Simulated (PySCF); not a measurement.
# Structure from NMR data

Molecular formula: C₄H₂F₃N₃. Simulated spectra:

$^{1}$H NMR (300 MHz, computed): δ 9.59 (d, 1H), 7.72 (m, 1H).

$^{13}$C{$^{1}$H} NMR (computed): δ 155.5, 154.6, 131.1, 121.4.

Equivalent nuclei averaged, non-relativistic, in vacuum, a single conformation. σ from GIAO-PBE0/pcSseg-1; structure optimised with GFN2-xTB; PySCF 2.14.

Shifts are taken against calculated references (same method and geometry level): TMS for $^{1}$H (σ = 31.72 ppm), $^{13}$C (σ = 186.93 ppm).

Task: Which candidate is it?
A. FC(F)(F)c1cnncn1
B. FC(F)(F)c1ccnnn1
C. FC(F)(F)c1cncnn1

Result: B. 

1. Rings plus π bonds: 4 (1 ring in the answer).
2. 4 carbon signals for 4 carbons: no two carbons are equivalent.
3. Carbon types of the structure: 2 × C, 2 × CH, which accounts for all hydrogens.
4. δC 155.5: substituted aromatic carbon next to a ring nitrogen.
5. δC 154.6: aromatic CH next to a ring nitrogen; the adjacent pyridine-type nitrogen withdraws density from it.
6. δC 131.1: CF3 carbon; 3 electronegative neighbours deshield it.
7. δC 121.4: aromatic CH.
8. δH 9.59: hydrogen on an aromatic CH next to a ring nitrogen; ring current plus the neighbouring ring nitrogen.

The others: FC(F)(F)c1cncnn1 has carbons computed at 164.4, 159.7, 153.8, 131.3; FC(F)(F)c1cnncn1 has carbons computed at 162.4, 155.0, 153.4, 130.9.

Splittings by $^{19}$F in the carbon and heteronuclear signals aren't shown, as no couplings were computed. Shifts are as computed. Against solution values, carbons near 30 ppm lie about +3 ppm off and those near 130 ppm about +5 ppm. Of 1211 compounds with measured shifts, 218 miss one by over three times the rms of a fit or turn the order of signals round; such compounds aren't used in these exercises. No couplings were computed; multiplicities are counted from neighbouring protons, with m where these are inequivalent, close in shift, in a saturated or five-membered ring or joined by F or P, and br s for small geminal =CH2 splittings.
